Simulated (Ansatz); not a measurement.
`B1OC=CO1` at its PBE0-D4/def2-TZVP geometry, where that method's forces vanish. Total charge 0; spin multiplicity 1.

| atom | x (Å) | y (Å) | z (Å) |
| --- | --- | --- | --- |
| B1 | -1.020 | -0.157 | -0.772 |
| O2 | -0.991 | 0.651 | 0.340 |
| C3 | 0.275 | 0.517 | 0.851 |
| C4 | 0.976 | -0.324 | 0.095 |
| O5 | 0.197 | -0.774 | -0.941 |
| H6 | -1.957 | -0.301 | -1.481 |
| H7 | 0.530 | 1.069 | 1.740 |
| H8 | 1.990 | -0.681 | 0.167 |

(1) For each bond, give half the difference of the two atoms' forces along it (eV/Å; positive pushes the atoms apart) under PBE-D4, r2SCAN-D4, B3LYP-D4, ωB97M-V in def2-TZVPP. (Estimate.)

## Answers

(1) Computed: 
```
 bond  length (Å)  PBE-D4  r2SCAN-D4  B3LYP-D4  ωB97M-V
B1–O2       1.375    0.36       0.15      0.14     0.11
B1–O5       1.375    0.36       0.15      0.14     0.11
B1–H6       1.184   -0.19      -0.19     -0.29    -0.24
O2–C3       1.372    0.33       0.30      0.33     0.31
C3–C4       1.331    0.41       0.16      0.10    -0.12
C3–H7       1.077   -0.15      -0.20     -0.24    -0.14
C4–O5       1.372    0.33       0.30      0.33     0.31
C4–H8       1.077   -0.15      -0.20     -0.24    -0.14
```

B3LYP here is the variant with VWN-RPA as its local correlation; programs differ in this.
